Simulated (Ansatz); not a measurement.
Two members of one family (Same ligands, another metal), computed with Ansatz in the gas phase. The two geometries come from different levels. HOMO and LUMO are taken over both spins. A negative gap means that an occupied level lies above an empty one. Binding counts from free atoms in the multiplicity of their measured ground term, without zero-point energy. Singlets are spin-restricted. Names give formal oxidation states. A dash marks a value that wasn't run or was left out as unsound. The structures are stationary points that may keep the symmetry of their start. Remarks come from the PBE and PBE0 runs and from stability tests at other levels; not every state was tested.

First: Ni(NH2)2 (triplet, charge 0, r2SCAN-D4/def2-TZVP geometry).

```csv
atom,x (Å),y (Å),z (Å)
Ni1,0.0005,-0.0007,0.0002
N2,-0.8733,-0.0614,1.5558
H3,-1.8373,0.2081,1.7006
H4,-0.4877,-0.3690,2.4380
N5,0.8739,0.0609,-1.5556
H6,0.4867,0.3716,-2.4362
H7,1.8373,-0.2095,-1.7030
```

```csv
level,HOMO (eV),LUMO (eV),gap (eV),binding per atom (eV)
PBE-D4/def2-TZVP,-4.43,-4.55,-0.12,–
BLYP-D4/def2-TZVP,-4.31,-4.54,-0.23,–
r2SCAN-D4/def2-TZVP,-4.96,-4.11,0.85,3.17
r2SCAN0-D4/def2-TZVP,-6.47,-2.14,4.33,3.06
ωB97M-V/def2-TZVP,-8.50,-0.71,7.80,3.14
```

Metal–donor distances: 2 × N 1.79 Å. Remarks: near-degenerate levels, lower spin may lie lower, restricted SCF unstable at other levels (singlet), restricted SCF unstable (singlet).

Second: Cr(NH2)2 (quintet, charge 0, PBE0-D4/def2-TZVP geometry).

```xyz
7

Cr   -0.112   -0.311   -0.221
N     1.728   -0.320   -0.564
H     2.205    0.266   -1.235
H     2.435   -0.736    0.030
N    -1.769    0.204    0.480
H    -2.363    0.936    0.113
H    -2.123   -0.040    1.396
```

Question: Estimate how these quantities change from the first to the second (second minus first).

Answer: 
```tsv
level	Δ HOMO (eV)	Δ LUMO (eV)	Δ gap (eV)	Δ binding per atom (eV)
PBE-D4/def2-TZVP	-0.01	1.81	1.82	–
BLYP-D4/def2-TZVP	0.04	1.97	1.94	–
r2SCAN-D4/def2-TZVP	0.16	1.49	1.32	-0.05
r2SCAN0-D4/def2-TZVP	0.32	0.78	0.46	-0.06
ωB97M-V/def2-TZVP	0.26	0.46	0.20	0.01
```

Metal–donor distances: 2 × N 1.87 Å. Remarks: restricted SCF unstable (singlet), spin-contaminated (⟨S²⟩ up to 3.03) (triplet).
